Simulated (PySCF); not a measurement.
# Polarisability of `O=C[Si+]([SiH3])C(F)F`

Compound: C2H5F2OSi2 (charge +1).
Cartesian coordinates in Å at the GFN2-xTB level; atoms count from 1:
```
atom  x, y, z in Å
O1    -2.0390   -2.4426   -0.3415
C2    -1.6533   -1.5917    0.3948
Si3   -0.1154   -0.4190   -0.0624
Si4    2.1952   -0.2133   -0.7880
C5    -0.9055    1.3401    0.3676
F6    -0.0174    2.2824   -0.0295
F7    -0.9549    1.3828    1.7211
H8    -2.1459   -1.3928    1.3723
H9     2.2249    1.0664   -1.5022
H10    2.3856   -1.4001   -1.6263
H11    2.9230   -0.2410    0.4850
H12   -1.8962    1.6280   -0.0171
```

Level: wB97X-D/def2-SVPD (PySCF), static field, nuclei fixed, core orbitals frozen in the response. The polarisability tensor in these axes (au):

```
x   103.50  12.38 -12.57
y    12.38  81.71   2.76
z   -12.57   2.76  66.90
```

Q: Diagonalise the tensor; give its mean and Δα, where Δα² is half the sum of the squared differences of the eigenvalues.

A: Principal values 60.82, 79.72 and 111.57 au; mean 84.04 au = 12.45 Å³ = 13.86 × 10⁻⁴⁰ C²·m²/J; Δα = 44.42 au (53 % of the mean).

Q: Form Σ f/ω² (atomic units) for the 8 lowest TDDFT singlets, given as eV and f, and set it beside the mean polarisability, which is this sum over all singlets: 1.93, 0.0006; 3.15, 0.0022; 3.77, 0.0132; 5.44, 0.0204; 5.52, 0.1141; 5.73, 0.0133; 5.84, 0.0130; 6.23, 0.2744.

A: They add up to 10.08 au, 12.0 % of the 84.04 au; the largest single term is 5.23 au, from the state at 6.23 eV. Terms in order: 0.13, 0.16, 0.69, 0.51, 2.78, 0.30, 0.28, 5.23 au. Higher excitations give the rest. The strengths listed sum to 0.451.

Q: Directions of the eigenvectors, and the extent of the frame along each?

A: Largest value along (0.91, 0.35, -0.23), where the nuclei span 5.50 Å; middle along (-0.23, 0.88, 0.42), 4.63 Å; least along (0.35, -0.33, 0.88), 2.75 Å. The response follows the extents in order.

Q: What depolarisation ratio follows for Rayleigh scattering of linearly polarised light, taking the static tensor?

A: ρ = 3Δα²/(45ᾱ² + 4Δα²) = 5920.0/(317788 + 7893.3) = 0.0182.

Q: Traceless (Buckingham) quadrupole moment about the centre of nuclear charge: eigenvalues?

A: -17.83, -1.92, 19.75 D·Å. The values depend on the origin, since the species is charged. The electronic extent ⟨r²⟩ about the same centre is 1352 bohr², a root-mean-square distance of 2.33 Å for the 70 electrons.

The structure is a single GFN2-xTB conformer in the gas phase; no vibrational or solvent corrections.
